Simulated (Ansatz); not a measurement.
One change: `CO[SiH]` becomes `C[O][GaH2]`.

Ansatz, PBE0-D4/def2-TZVP geometries, multiplicity 1. 

Scalar relativity is left out up to krypton.

```csv
property,`CO[SiH]`
LUMO energy (B3LYP/def2-TZVPP) / eV,-2.14
LUMO energy (ωB97M-V/def2-TZVPP) / eV,0.04
HOMO–LUMO gap (PBE0/def2-TZVPP) / eV,4.58
HOMO–LUMO gap (B3LYP/def2-TZVPP) / eV,4.22
LUMO energy (PBE0/def2-TZVPP) / eV,-1.95
HOMO–LUMO gap (ωB97M-V/def2-TZVPP) / eV,8.66
```

Problem. Give the same properties after the change, and the shifts. (Estimate.)

Solution. The calculation gave: 
| property | `C[O][GaH2]` | shift |
| --- | --- | --- |
| LUMO energy (B3LYP/def2-TZVPP) / eV | -1.50 | 0.64 |
| LUMO energy (ωB97M-V/def2-TZVPP) / eV | 0.47 | 0.43 |
| HOMO–LUMO gap (PBE0/def2-TZVPP) / eV | 6.64 | 2.06 |
| HOMO–LUMO gap (B3LYP/def2-TZVPP) / eV | 6.14 | 1.92 |
| LUMO energy (PBE0/def2-TZVPP) / eV | -1.21 | 0.74 |
| HOMO–LUMO gap (ωB97M-V/def2-TZVPP) / eV | 10.72 | 2.06 |

With PBE0 the HOMO falls by 1.32 eV and the LUMO rises by 0.74 eV, so the gap widens by about 2.06 eV. PBE moves the HOMO by -0.98 eV and ωB97M-V by -1.62 eV. The zero-point energy changes by 15.2 kJ/mol with +3 modes.

B3LYP here is the variant with VWN-RPA as its local correlation; programs differ in this.
